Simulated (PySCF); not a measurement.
Compound: C₃H₄BCl₃.
SMILES with atom numbers: `[Cl:1]/[CH:2]=[CH:3]\[CH2:4][B:5]([Cl:6])[Cl:7]` (hydrogens: H8 on C2; H9 on C3; H10, H11 on C4)

Method used: PySCF, PBE0-D3(BJ)/def2-SVP geometry optimisation, gas phase.

(1) List the bond lengths, angles and torsions at this level.

Results:

(1) 
| bond | length (bohr) |
| --- | --- |
| Cl1–C2 | 3.270 |
| C2=C3 | 2.520 |
| C3–C4 | 2.814 |
| C4–B5 | 2.963 |
| B5–Cl6, B5–Cl7 | 3.310 |
| C2–H8 | 2.062 |
| C3–H9 | 2.069 |
| C4–H10, C4–H11 | 2.089 |

Bonds in one row agree within 0.02 bohr and their mean is given. A selection of angles:
| angle | degrees |
| --- | --- |
| Cl1–C2–C3 | 123.7 |
| Cl1–C2–H8 | 113.2 |
| C3–C2–H8 | 123.0 |
| C2–C3–C4 | 126.2 |
| C2–C3–H9 | 115.9 |
| C4–C3–H9 | 117.9 |
| C3–C4–B5 | 116.6 |
| C3–C4–H10 | 110.6 |
| B5–C4–H10 | 105.7 |
| B5–C4–H11 | 107.4 |
| H10–C4–H11 | 104.9 |
| C4–B5–Cl6 | 122.7 |
| C4–B5–Cl7 | 119.3 |
| Cl6–B5–Cl7 | 118.0 |

Dihedral angles: Cl1–C2–C3–C4 0° (synperiplanar); C2–C3–C4–B5 112° (anticlinal); C3–C4–B5–Cl6 5° (synperiplanar). The mirror-image conformer, all signs reversed, is as good.

B5 (three-coordinate boron) is planar (angles 122.7°, 119.3° and 118.0°, sum 360.0°, 0.01 Å off the plane of its three neighbours). Of the pairs four or more bonds apart, Cl1···H11 is among the closest relative to their van der Waals radii: 2.68 Å, 91 % of the sum of Bondi's values. The 2 C–C bonds span 1.333 Å (C2=C3, drawn double) to 1.489 Å (C3–C4, drawn single), a spread of 0.156 Å.

Point group: C1 (no symmetry element, even within 0.4 Å). No frequency check. The numbers are those of one conformer.
